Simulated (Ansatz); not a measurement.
Program: Ansatz 0.2.0.

A structure relaxed at PBE0-D4/def2-TZVP, charge 0, multiplicity 1:

Cartesian coordinates in Å:
```
C -1.652 -1.061 0.078
Al -0.026 0.037 -0.181
C -0.069 1.910 0.459
C 1.146 -0.394 -1.700
O 1.019 -0.722 1.419
H -2.155 -0.877 1.035
H -2.392 -0.841 -0.699
H -1.457 -2.138 0.007
H 0.931 2.345 0.578
H -0.600 2.035 1.410
H -0.587 2.551 -0.263
H 2.130 0.080 -1.616
H 0.712 -0.048 -2.645
H 1.311 -1.471 -1.807
H 1.203 -0.020 2.053
H 0.488 -1.387 1.873
```

Q: Give its formula and SMILES.

A: C3H11AlO, `[CH3][Al-]([CH3])([CH3])[OH2+]`.

Q: Point group (tolerance 0.08 Å, 0.16 Å for H)?

A: Cs.

Q: Summarise the bond lengths by kind.

A: 3 × Al–C 1.967 to 1.979 Å; 9 × C–H 1.095 to 1.097 Å; 1 × Al–O 2.056 Å; 2 × H–O 0.964 Å.
